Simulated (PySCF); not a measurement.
CuH, SMILES [CuH] (connectivity only; charge and spin as stated), neutral, multiplicity 1.

Geometry: PBE0-D3(BJ)/def2-TZVPD. The spin state was assumed, not searched.

Two levels are set side by side: PBE/def2-TZVPD (PySCF) and ωB97X/def2-TZVPD (PySCF). Same geometry, gas phase. Differences are taken from unrounded values.

```
quantity                     ωB97X    PBE  PBE minus ωB97X
---------------------------  -----  -----  ---------------
orbital gap (eV)              8.92   2.55            -6.36
highest occupied level (eV)  -9.09  -5.47             3.62
lowest empty level (eV)      -0.17  -2.91            -2.74
dipole moment (D)             3.06   2.31            -0.75
mean polarisability (bohr³)   31.1   34.1              3.0
```

PBE's occupied levels lie high since its potential decays too fast outside the molecule; exact exchange lowers them and widens the gap. PBE's more diffuse valence density responds more strongly to a field. Differences between two approximate levels are no errors against the true value.

Rough cost on one machine, each run with all the roots and properties that it gave: ωB97X against PBE within a factor of 2.
